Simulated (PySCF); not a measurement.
## Polarisability and C₆ of Re (rhenium, neutral)

[Xe] 4f14 5d5 6s2, high-spin 6S determinant. All numbers are calculated (PySCF 2.14, a scalar-relativistic core potential, in aug-cc-pV5Z-PP with ECP60MDF (8s8p7d5f4g3h2i, 197 functions)). Coupled (time-dependent) response in atomic units; α is the mean over directions.

```json
{"method": "PBE0", "mean α (bohr³)": "68.70", "C₆ (like pair)": "804.8", "S(−4)": "2170"}
```

S(−4) is the Cauchy moment in α(ω) = α(0) + S(−4) ω² + …

Reference α: 62 ± 3 bohr³ (recommended; Schwerdtfeger and Nagle, table of static dipole polarizabilities (2023 update)). Published C₆: 663.0 (Gould and Bucko (2016)).

α(iu) at PBE0:

| u (hartree) | α(iu) (bohr³) |
| --- | --- |
| 0 | 68.70 |
| 0.0500 | 63.89 |
| 0.100 | 54.02 |
| 0.200 | 36.33 |
| 0.300 | 25.41 |
| 0.500 | 14.76 |
| 0.750 | 9.189 |
| 1.00 | 6.436 |
| 1.50 | 3.769 |
| 2.00 | 2.503 |
| 3.00 | 1.335 |
| 5.00 | 0.5559 |

Energies and moments cover only the electrons outside the core potential. Spin-orbit coupling, which splits the p, d and f shells strongly at this Z, is absent.
